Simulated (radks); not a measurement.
Problem. Neutral chlorine, 17 electrons, occupied as [Ne] 3s2 3p5 (the NIST ground configuration). Calculated with a radial shooting solver on a logarithmic mesh with Libxc functionals: scalar-relativistic Kohn-Sham, SCAN, spin-polarised, spherical densities, finite nucleus; open shells are filled with parallel spins first; meta-GGA in the generalised Kohn-Sham scheme; Fermi nuclear charge, rms radius 3.3654 fm. Some entries of the table are withheld. Estimate them.

orbital,occ.,eigenvalue (Ry),<1/r> (bohr^-1),<r^2> (bohr^2)
1s up,1,-203.2925,16.67,0.01115
1s down,1,-203.2750,16.67,0.01114
2s up,1,-18.96722,3.325,0.2325
2s down,1,-18.95852,3.323,0.2325
2p up,3,-14.32598,3.210,0.2054
2p down,3,-14.30739,3.209,0.2054
3s up,1,(1),0.8941,(2)
3s down,1,(3),0.8879,(4)
3p up,3,-0.69509,0.7489,3.962
3p down,2,-0.60966,0.7371,4.151

Solution. 
(1) 3s up eigenvalue (Ry): -1.63471
(2) 3s up <r^2> (bohr^2): 2.753
(3) 3s down eigenvalue (Ry): -1.53925
(4) 3s down <r^2> (bohr^2): 2.801
